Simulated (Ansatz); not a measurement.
Relaxation of ClGeH5OS (9 atoms, charge 0, multiplicity 1), to a largest force component of 0.03 eV/Å in at most 50 steps.

Computed with Ansatz 0.2.0, RKS BHLYP/def2-SVP.

```xyz
9
Properties=species:S:1:pos:R:3
Ge -0.150 0.123 0.008
O -0.235 -0.035 1.767
H -1.055 0.266 2.153
H 1.288 -0.021 -0.429
H -0.811 1.444 -0.384
Cl -1.391 -1.407 -0.895
S 1.473 -2.730 1.103
H 0.295 -3.184 0.654
H 0.875 -1.927 2.042
```

Task: Where does it end, and by what steps?

Result: The forces met the threshold. After 7 steps the energy has fallen by 0.080 eV; S7 moved furthest, 0.42 Å.

| step | energy less start (eV) | largest force component (eV/Å) | accepted |
| --- | --- | --- | --- |
| 0 | 0.0000 | 0.669 | yes |
| 1 | -0.0576 | 0.537 | yes |
| 2 | -0.0699 | 0.355 | yes |
| 3 | -0.0765 | 0.150 | yes |
| 4 | -0.0774 | 0.223 | yes |
| 5 | -0.0797 | 0.067 | yes |
| 6 | -0.0790 | 0.178 | no |
| 7 | -0.0803 | 0.030 | yes |

```xyz
9
Properties=species:S:1:pos:R:3
Ge -0.214 0.264 -0.050
O -0.200 0.033 1.699
H -1.041 0.156 2.135
H 1.219 0.092 -0.510
H -0.883 1.586 -0.412
Cl -1.435 -1.295 -0.922
S 1.507 -3.031 1.390
H 0.399 -3.293 0.682
H 0.936 -1.984 2.007
```

Whether the end is a true minimum wasn't checked by a vibrational analysis.

The run took 27 s on 2 threads of Arm Neoverse V2 (shared host), peak memory 0.26 GiB.
